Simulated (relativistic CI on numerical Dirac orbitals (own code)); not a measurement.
# Ni²⁺ (3d8) in a crystal field

Calculated by Dirac-Coulomb-Breit CI, KLI orbitals optimised for each configuration, model QED (radiative potential, 1s self-energy scaled to tabulated hydrogen-like ionisation energies), valence Slater integrals scaled by 0.85, one configuration in a parametric crystal field (own radial code).

Field parameters in Wybourne normalisation: Td as Oh with Dq negative (B⁴₀ = 21Dq, B⁴₄ = √(5/14) B⁴₀). The field is a parameter set, without covalency.

S is read from ⟨S²⟩ = S(S + 1).

Levels (cm⁻¹, degeneracy): 0 (1), 410 (3), 1162 (2), 1333 (3), 6161 (3), 6293 (2), 6293 (3), 6582 (1), 12573 (3), 16225 (3), 16970 (2), 21844 (3).

(1) Which field gives this pattern?
A. Td, 10Dq = -10750 cm⁻¹
B. Td, 10Dq = -6250 cm⁻¹
C. Td, 10Dq = -7200 cm⁻¹
D. Td, 10Dq = -5000 cm⁻¹

Answers

(1) B. Td, 10Dq = -6250 cm⁻¹, ground level with S = 1.00.
